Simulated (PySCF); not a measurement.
**EPR parameters of [C2H6FNSi]-**

C2H6FNSi (charge -1 and doublet state).
Structure used (GFN2-xTB), in Å, numbered top down from 1:
```
atom  x, y, z in Å
C1     2.1275   -0.4154    0.4874
C2     0.7345   -0.5333    0.6007
Si3   -0.5084    0.6559    0.0221
N4    -2.1630    0.0275    0.0980
F5    -0.3148    1.0129   -1.5948
H6     2.5677    0.2529   -0.2378
H7     2.7930   -1.1432    0.9339
H8     0.4075   -1.2360    1.3733
H9    -0.7927    2.0891    0.4113
H10   -2.2110   -0.9770    0.0026
H11   -2.6348    0.2694    0.9573
```

The hyperfine couplings belong to this conformer and change with its torsions.

Identity: `[CH2-][CH][Si@@H](F)N` [radical] (charge -1).

Level of theory: PySCF 2.14.0, UKS B3LYP, pcH-1 on C F H N Si, non-relativistic, mean-field spin-orbit, GIAO. Whether the extra electron is bound in the gas phase wasn't checked; a finite basis holds it in any case. The geometry wasn't refined by DFT: couplings that depend on bond lengths, twists or pyramidal angles can differ widely from those at the functional's own minimum, by a factor of two or more for some ions and for spin on atoms past the first row. The frame is twisted about the C1–C2 bond at this geometry (dihedral H7–C1–C2–H8 = 15°); couplings at other torsion angles weren't computed. Stability of the SCF solution: not tested.

```json
{
 "g1, g2, g3": "2.00203, 2.00258, 2.00279",
 "g_iso": "2.00247",
 "Form of g": "rhombic: the two nearest values differ by 28 % of g3 − g1",
 "⟨S²⟩": "0.7537 (exact 0.7500)",
 "α and β electrons": "25, 24",
 "Total energy": "-523.98191 Eh",
 "Basis functions": "195"
}
```

Isotropic coupling and dipolar principal values T1 to T3, in MHz; ρ(0) is the spin density at the nucleus:

```tsv
atom	isotope	a_iso	of which spin–orbit	T1	T2	T3	Mulliken spin population	ρ(0) (bohr⁻³)
C1	13C	52.1	-0.1	-49.2	-48.8	97.9	0.65	0.0464
C2	13C	4.5	-0.1	-17.0	-13.4	30.5	0.18	0.0040
Si3	29Si	-20.7	0.2	-30.4	14.8	15.6	0.18	0.0235
N4	14N	7.2	0.0	-0.4	-0.3	0.7	0.00	0.0221
F5	19F	148.8	0.1	-12.6	-8.9	21.5	0.00	0.0353
H6	1H	-33.7	0.0	-23.6	0.8	22.8	-0.03	-0.0075
H7	1H	-37.8	0.0	-24.8	1.6	23.2	-0.03	-0.0085
H8	1H	-9.4	0.0	-6.9	-0.8	7.6	-0.01	-0.0021
H9	1H	42.4	0.0	-3.1	-2.4	5.5	0.05	0.0095
H10	1H	-0.7	0.0	-2.7	0.1	2.6	0.01	-0.0002
H11	1H	11.1	0.0	-1.5	-1.2	2.7	0.01	0.0025
```

The Mulliken spin populations are largest on C1 (+0.65), Si3 (+0.18) and C2 (+0.18). Three atoms exceed +0.15. The angles at C1 add up to 358.4°, so it is nearly planar; its axial dipolar tensor and the negative couplings of its protons fit spin in a p orbital normal to that plane.

C2, the radical centre as drawn in `[CH2-][CH][Si@H](N)F`, holds a spin population of +0.18 out of 1.

Axes: g3 points within 14° of the C1–H6 bond.

Under fast tumbling the dipolar parts average out, and these isotropic splittings remain (the largest six): 1 × 19F (F5, I = 1/2, 2 lines) with 5.31 mT, 1 × 1H (H9, I = 1/2, 2 lines) with 1.51 mT, 1 × 1H (H7, I = 1/2, 2 lines) with 1.35 mT, 1 × 1H (H6, I = 1/2, 2 lines) with 1.20 mT, 1 × 1H (H8, I = 1/2, 2 lines) with 0.34 mT and 1 × 14N (N4, I = 1, 3 lines) with 0.26 mT.

Means are taken over nuclei equivalent by connectivity, which assumes that they swap fast. H6 and H7 aren't averaged: C1 is flat or nearly so (angle sum 358°), and its turn about the short C1–C2 bond (1.40 Å) is taken as slow. The 1H value of +5.2 MHz is a mean of couplings from -0.7 to 11.1 MHz in this one geometry, not an average over conformers.

The 29Si coupling of Si3 (-20.7 MHz) shows only in satellite lines or after enrichment, since that isotope makes up about 4.7 % of natural silicon.

The 13C coupling of C1 (52.1 MHz) shows only in satellite lines or after enrichment, since that isotope makes up about 1.07 % of natural carbon.

β density exceeds α density at some nuclei, such as H7 (-0.0085), H6 (-0.0075) and H8 (-0.0021), spin density in bohr⁻³. In a single determinant that takes different orbitals for the two spins, that is spin polarisation.
